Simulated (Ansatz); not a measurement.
`[F][Zn][GaH2]` + PH₃ → `[PH2][GaH2]` + `[F][ZnH]` at 700 K and 1 bar (cleavage of the Ga–Zn bond).

Gas-phase electronic energies from Ansatz, PBE0-D4/def2-TZVP geometries. CCSD(T)/CBS is the MP2 limit (def2-TZVPP, def2-QZVPP) plus CCSD(T) − MP2 in def2-TZVPP, frozen cores. This one scheme is used for every species. For Ga, Zn outer-core shells are correlated without core-valence functions, which leaves a few kJ/mol of doubt a bond. Scalar relativity is left out up to krypton.

| species | CCSD(T)/CBS energy (Eh) | H − E (kJ/mol) | S (J/(mol·K)) |
| --- | --- | --- | --- |
| `[F][Zn][GaH2]` | -3803.33937 | 91.2 | 387.1 |
| PH₃ | -342.72256 | 91.5 | 248.3 |
| `[PH2][GaH2]` | -2267.26620 | 129.7 | 362.4 |
| `[F][ZnH]` | -1878.79355 | 52.0 | 275.4 |

H − E and S are ideal-gas, rigid-rotor, harmonic terms from PBE0-D4/def2-TZVP. 1 Eh = 2625.50 kJ/mol, R = 8.31446 J/(mol·K).

**Question.** By hand: ΔE, ΔH, ΔS and ΔG.

**Answer.** ΔE = (-2267.26620) + (-1878.79355) − (-3803.33937) − (-342.72256) = 0.00218 Eh = 5.7 kJ/mol. Δ(H − E) = 129.7 + 52.0 − 91.2 − 91.5 = -1.0, so ΔH = 4.7 kJ/mol. ΔS = 362.4 + 275.4 − 387.1 − 248.3 = 2.4 J/(mol·K). ΔG = 4.7 − 700 × (2.4)/1000 = 3.0 kJ/mol.

**Question.** By hand: the equilibrium constant, and the temperature at which ΔG would vanish if ΔH and ΔS stayed fixed.

**Answer.** log₁₀ K = −ΔG/(RT ln 10) = -0.2. ΔG = 0 at ΔH/ΔS = 1958 K, though so small a ΔH makes that figure unsure.

TΔS isn't small against ΔH here. The sign of ΔG lies within the doubt. A doubt of 5 kJ/mol in ΔE shifts log₁₀ K by 0.4 here. These are equilibria of isolated gas molecules and say nothing of rates. Largest T1 diagnostic: 0.018 (customary marks: 0.02 for closed shells, 0.045 for open ones).
